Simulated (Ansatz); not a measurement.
The first iterations of a band of CH$_{7}$OPSi$_{2}$ (12 atoms, charge 0, multiplicity 1).

The calculation used Ansatz 0.2.0, RKS r2SCAN/STO-3G.

| Item | Value |
| --- | --- |
| movable images | 5 |
| climbing image | yes |
| spring | 0.5 eV/Å² |
| optimiser | quadratic models (default) |
| start path | IDPP |
| force threshold | 0.05 eV/Å |
| iteration limit | 52 |
| end points | relaxed |

Image 0:

```xyz
12
Properties=species:S:1:pos:R:3
C -0.928 1.231 0.531
Si 0.756 0.578 1.052
P 1.809 -0.549 -0.597
O 0.626 -0.262 -1.960
Si 0.189 -1.803 -1.240
H -1.675 0.431 0.478
H -1.295 1.981 1.242
H -0.879 1.702 -0.458
H 0.597 -0.263 2.224
H 1.580 1.700 1.455
H -1.122 -1.835 -0.621
H 0.418 -2.965 -2.073
```

Image 6:

```xyz
12
Properties=species:S:1:pos:R:3
C -1.309 0.163 1.390
Si 0.529 0.372 1.044
P 1.317 -1.279 -0.280
O 2.122 -0.265 -1.569
Si 0.493 -0.587 -2.139
H -1.520 -0.800 1.870
H -1.673 0.951 2.060
H -1.902 0.211 0.470
H 1.226 0.362 2.314
H 0.741 1.675 0.441
H -0.342 0.591 -2.271
H 0.396 -1.451 -3.297
```

| iteration | highest image above the first end (eV) | largest band force component (eV/Å) |
| --- | --- | --- |
| 1 | 0.326 | 2.081 |
| 2 | 0.148 | 0.983 |

**Question.** Does the band converge within its limit, and where does its top end?

**Answer.** The forces met the threshold. It ended after 6 iterations with the highest image 0.035 eV above the first end. Another band between the same ends (5 images) ends at a top of the same energy, where a vibrational analysis finds no clearly imaginary modes. Limits of this set-up: minimal basis.

Time of the run: 3.1 min on 1 thread of Arm Neoverse V1 (shared host), peak memory 0.13 GiB.
